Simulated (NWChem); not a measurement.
System: GeH2O, singlet; SMILES [OH][GeH]

The following NWChem deck was run.

```
start job
memory heap 200 mb stack 900 mb global 1100 mb
geometry units angstroms noautoz
  Ge     0.031991    -0.393567     0.000000
  H     -1.586432    -0.482220     0.000000
  O      0.118140     1.390782     0.000000
  H     -0.735581     1.838494     0.000000
end
basis spherical
  * library def2-svp
end
dft
  xc b3lyp
  iterations 150
  vectors input atomic output neutral.movecs
end
task dft energy
charge 1
dft
  odft
  mult 2
  vectors input atomic output cation.movecs
end
task dft energy
```

Excerpt of the output:

```
             Northwest Computational Chemistry Package (NWChem) 7.3.0
             --------------------------------------------------------

 CS  symmetry detected

                             Geometry "geometry" -> ""
                             -------------------------

 Output coordinates in angstroms (scale by  1.889725989 to convert to a.u.)

  No.       Tag          Charge          X              Y              Z
 ---- ---------------- ---------- -------------- -------------- --------------
    1 Ge                  32.0000     0.05162307    -0.38958629     0.00000000
    2 H                    1.0000    -1.56358179    -0.52473667     0.00000000
    3 O                    8.0000     0.08643160     1.39650199     0.00000000
    4 H                    1.0000    -0.77980936     1.81948211     0.00000000

 Effective nuclear repulsion energy (a.u.)      99.7314281472

      Symmetry information
      --------------------

 Group name             Cs
 Group number              2
 Group order               2
 No. of unique centers     4

                                 NWChem DFT Module
                                 -----------------

 Summary of "ao basis" -> "ao basis" (spherical)
 ------------------------------------------------------------------------------
       Tag                 Description            Shells   Functions and Types
 ---------------- ------------------------------  ------  ---------------------
 Ge                         def2-svp                12       32   5s4p3d
 H                          def2-svp                 3        5   2s1p
 O                          def2-svp                 6       14   3s2p1d

      Symmetry analysis of basis
      --------------------------

        a'         40
        a"         16

            General Information
            -------------------
          SCF calculation type: DFT
          Wavefunction type:  closed shell.
          No. of atoms     :     4
          No. of electrons :    42
           Alpha electrons :    21
            Beta electrons :    21
          Charge           :     0
          Spin multiplicity:     1
          Use of symmetry is: on ; symmetry adaption is: on
          Maximum number of iterations: 150
          AO basis - number of functions:    56
                     number of shells:    24
          Convergence on energy requested:  1.00D-06
          Convergence on density requested:  1.00D-05
          Convergence on gradient requested:  5.00D-04

              XC Information
              --------------
                         B3LYP Method XC Potential
                     Hartree-Fock (Exact) Exchange  0.200
                        Slater Exchange Functional  0.800 local
                    Becke 1988 Exchange Functional  0.720 non-local
              Lee-Yang-Parr Correlation Functional  0.810
                  VWN I RPA Correlation Functional  0.190 local

             Grid Information
             ----------------
          Grid used for XC integration:  medium
          Radial quadrature: Mura-Knowles
          Angular quadrature: Lebedev.
          Tag              B.-S. Rad. Rad. Pts. Rad. Cut. Ang. Pts.
          ---              ---------- --------- --------- ---------
          Ge                  1.25      112           8.0       590
          H                   0.35       45           9.0       434
          O                   0.60       49           8.0       434
          Grid pruning is: on
          Number of quadrature shells:   251
          Spatial weights used:  Erf1

      Superposition of Atomic Density Guess
      -------------------------------------

 Sum of atomic energies:       -2150.73320225

      Non-variational initial energy
      ------------------------------

 Total energy =   -2150.930465
 1-e energy   =   -3197.306251
 2-e energy   =     946.644358
 HOMO         =      -0.238482
 LUMO         =      -0.052097

      Symmetry analysis of molecular orbitals - initial
      -------------------------------------------------

  Numbering of irreducible representations:

     1 a'          2 a"

  Orbital symmetries:

     1 a'          2 a'          3 a'          4 a'          5 a"
     6 a'          7 a'          8 a'          9 a'         10 a"
    11 a'         12 a'         13 a'         14 a"         15 a"
    16 a'         17 a'         18 a'         19 a"         20 a'
    21 a'         22 a"         23 a'         24 a'         25 a'
    26 a'         27 a'         28 a"         29 a'         30 a"
    31 a'

   convergence    iter        energy       DeltaE   RMS-Dens  Diis-err
 ---------------- ----- ----------------- --------- --------- ---------
 d= 0,ls=0.0,diis     1  -2153.0822433153 -2.25D+03  2.42D-02  5.17D-01
 d= 0,ls=0.0,diis     2  -2152.8195920038  2.63D-01  1.59D-02  2.90D+00
 d= 0,ls=0.0,diis     3  -2153.1436735463 -3.24D-01  1.50D-03  3.28D-02
 d= 0,ls=0.0,diis     4  -2153.1461299340 -2.46D-03  4.91D-04  3.03D-03
 d= 0,ls=0.0,diis     5  -2153.1462493414 -1.19D-04  1.85D-04  2.17D-04
  Resetting Diis
 d= 0,ls=0.0,diis     6  -2153.1462636482 -1.43D-05  2.51D-05  1.49D-06
 d= 0,ls=0.0,diis     7  -2153.1462638756 -2.27D-07  1.15D-05  9.05D-08
 d= 0,ls=0.0,diis     8  -2153.1462638796 -3.99D-09  5.13D-06  7.88D-08

         Total DFT energy =    -2153.146263879592
      One electron energy =    -3197.852126185388
           Coulomb energy =     1033.388318374976
    Exchange-Corr. energy =      -88.413884216355
 Nuclear repulsion energy =       99.731428147174

 Numeric. integr. density =       42.000007109361

                  Occupations of the irreducible representations
                  ----------------------------------------------

                     irrep           alpha         beta
                     --------     --------     --------
                     a'               16.0         16.0
                     a"                5.0          5.0

                       DFT Final Molecular Orbital Analysis
                       ------------------------------------

 Vector   19  Occ=2.000000D+00  E=-3.349391D-01  Symmetry=a"
              MO Center=  6.5D-02,  1.2D+00,  6.4D-15, r^2= 9.7D-01
   Bfn.  Coefficient  Atom+Function         Bfn.  Coefficient  Atom+Function
  ----- ------------  ---------------      ----- ------------  ---------------
    43      0.590739  3 O  pz                46      0.437832  3 O  pz
    17      0.153495  1 Ge pz                14      0.145607  1 Ge pz
    11     -0.087311  1 Ge pz                29      0.054094  1 Ge d -1
    19     -0.049829  1 Ge d -1               8      0.028490  1 Ge pz
    56      0.027015  4 H  pz

 Vector   20  Occ=2.000000D+00  E=-3.290363D-01  Symmetry=a'
              MO Center= -5.4D-02,  8.1D-01,  1.4D-14, r^2= 2.1D+00
   Bfn.  Coefficient  Atom+Function         Bfn.  Coefficient  Atom+Function
  ----- ------------  ---------------      ----- ------------  ---------------
    42      0.435907  3 O  py                41      0.326967  3 O  px
    45      0.318822  3 O  py                44      0.236729  3 O  px
    13     -0.212833  1 Ge py                 4      0.187497  1 Ge s
    33      0.165048  2 H  s                  5      0.138251  1 Ge s
    10      0.130360  1 Ge py                 3     -0.115849  1 Ge s

 Vector   21  Occ=2.000000D+00  E=-2.450003D-01  Symmetry=a'
              MO Center= -1.3D-01, -5.2D-01, -2.5D-14, r^2= 2.6D+00
   Bfn.  Coefficient  Atom+Function         Bfn.  Coefficient  Atom+Function
  ----- ------------  ---------------      ----- ------------  ---------------
     4      0.453958  1 Ge s                 33     -0.318649  2 H  s
    12      0.314840  1 Ge px                34     -0.298023  2 H  s
     5      0.275852  1 Ge s                  3     -0.255342  1 Ge s
    15      0.243113  1 Ge px                 9     -0.179578  1 Ge px
    16     -0.143822  1 Ge py                40     -0.122528  3 O  s

 Vector   22  Occ=0.000000D+00  E=-8.656444D-02  Symmetry=a"
              MO Center=  2.5D-02, -3.1D-01,  3.5D-14, r^2= 2.8D+00
   Bfn.  Coefficient  Atom+Function         Bfn.  Coefficient  Atom+Function
  ----- ------------  ---------------      ----- ------------  ---------------
    17      0.664879  1 Ge pz                14      0.448492  1 Ge pz
    11     -0.248805  1 Ge pz                43     -0.248449  3 O  pz
    46     -0.239861  3 O  pz                 8      0.080476  1 Ge pz
    29     -0.034884  1 Ge d -1

 Vector   23  Occ=0.000000D+00  E= 8.317418D-03  Symmetry=a'
              MO Center= -1.6D-01,  1.9D-01,  1.3D-15, r^2= 4.4D+00
   Bfn.  Coefficient  Atom+Function         Bfn.  Coefficient  Atom+Function
  ----- ------------  ---------------      ----- ------------  ---------------
    40     -0.732433  3 O  s                 16      0.708169  1 Ge py
    53      0.557416  4 H  s                 15      0.501456  1 Ge px
    34      0.485147  2 H  s                 13      0.243160  1 Ge py
    39     -0.163832  3 O  s                 12      0.156387  1 Ge px
    10     -0.142511  1 Ge py                44      0.133732  3 O  px

 Vector   24  Occ=0.000000D+00  E= 7.629276D-02  Symmetry=a'
              MO Center= -4.0D-01, -4.3D-01, -9.7D-15, r^2= 3.9D+00
   Bfn.  Coefficient  Atom+Function         Bfn.  Coefficient  Atom+Function
  ----- ------------  ---------------      ----- ------------  ---------------
    34      1.420979  2 H  s                 15      1.130579  1 Ge px
     5     -0.654778  1 Ge s                  4     -0.596554  1 Ge s
    16     -0.452461  1 Ge py                40      0.289888  3 O  s
    12      0.285484  1 Ge px                 3      0.252820  1 Ge s
    45     -0.196853  3 O  py                33      0.193288  2 H  s

     Multipole analysis of the density
     ---------------------------------

     L   x y z        total         alpha         beta         nuclear
     -   - - -        -----         -----         ----         -------
     0   0 0 0     -0.000000    -21.000000    -21.000000     42.000000

     1   1 0 0     -0.468669     -0.234334     -0.234334     -0.000000
     1   0 1 0      0.000943      0.000472      0.000472     -0.000000
     1   0 0 1      0.000000      0.000000      0.000000      0.000000

     2   2 0 0    -18.881339    -15.150680    -15.150680     11.420021
     2   1 1 0     -1.920037     -0.466609     -0.466609     -0.986820
     2   1 0 1      0.000000      0.000000      0.000000      0.000000
     2   0 2 0    -17.668929    -51.766667    -51.766667     85.864405
     2   0 1 1      0.000000      0.000000      0.000000      0.000000
     2   0 0 2    -16.127231     -8.063615     -8.063615      0.000000

                                 NWChem DFT Module
                                 -----------------

      Symmetry analysis of basis
      --------------------------

        a'         40
        a"         16

            General Information
            -------------------
          SCF calculation type: DFT
          Wavefunction type:  spin polarized.
          No. of atoms     :     4
          No. of electrons :    41
           Alpha electrons :    21
            Beta electrons :    20
          Charge           :     1
          Spin multiplicity:     2
          Use of symmetry is: on ; symmetry adaption is: on
          Maximum number of iterations: 150
          AO basis - number of functions:    56
                     number of shells:    24
          Convergence on energy requested:  1.00D-06
          Convergence on density requested:  1.00D-05
          Convergence on gradient requested:  5.00D-04

              XC Information
              --------------
                         B3LYP Method XC Potential
                     Hartree-Fock (Exact) Exchange  0.200
                        Slater Exchange Functional  0.800 local
                    Becke 1988 Exchange Functional  0.720 non-local
              Lee-Yang-Parr Correlation Functional  0.810
                  VWN I RPA Correlation Functional  0.190 local

             Grid Information
             ----------------
          Grid used for XC integration:  medium
          Radial quadrature: Mura-Knowles
          Angular quadrature: Lebedev.
          Tag              B.-S. Rad. Rad. Pts. Rad. Cut. Ang. Pts.
          ---              ---------- --------- --------- ---------
          Ge                  1.25      112           8.0       590
          H                   0.35       45           9.0       434
          O                   0.60       49           8.0       434
          Grid pruning is: on
          Number of quadrature shells:   251
          Spatial weights used:  Erf1

      Superposition of Atomic Density Guess
      -------------------------------------

 Sum of atomic energies:       -2150.73320225

 Renormalizing density from      42.00 to     41

      Non-variational initial energy
      ------------------------------

 Total energy =   -2119.345782
 1-e energy   =   -3121.179912
 2-e energy   =     902.102701
 HOMO         =      -0.612069
 LUMO         =      -0.430228

   Symmetry analysis of molecular orbitals - initial alpha
   -------------------------------------------------------

  Numbering of irreducible representations:

     1 a'          2 a"

  Orbital symmetries:

     1 a'          2 a'          3 a'          4 a'          5 a"
     6 a'          7 a'          8 a'          9 a'         10 a"
    11 a'         12 a'         13 a"         14 a'         15 a"
    16 a'         17 a'         18 a'         19 a"         20 a'
    21 a'         22 a"         23 a'         24 a'         25 a'
    26 a'         27 a'         28 a"         29 a"         30 a'
    31 a'

   Symmetry analysis of molecular orbitals - initial beta
   ------------------------------------------------------

  Numbering of irreducible representations:

     1 a'          2 a"

  Orbital symmetries:

     1 a'          2 a'          3 a'          4 a'          5 a"
     6 a'          7 a'          8 a'          9 a'         10 a"
    11 a'         12 a'         13 a"         14 a'         15 a"
    16 a'         17 a'         18 a'         19 a"         20 a'
    21 a'         22 a"         23 a'         24 a'         25 a'
    26 a'         27 a'         28 a"         29 a"         30 a'
    31 a'

[...]
```

Level: B3LYP/def2-SVP, vertical spin-unrestricted ions. Low-valent species are run as closed-shell singlets; no triplet was tried in these runs. Coordinates come from a PBE0/def2-SVP optimisation. B3LYP is NWChem's, with the RPA form of VWN correlation.
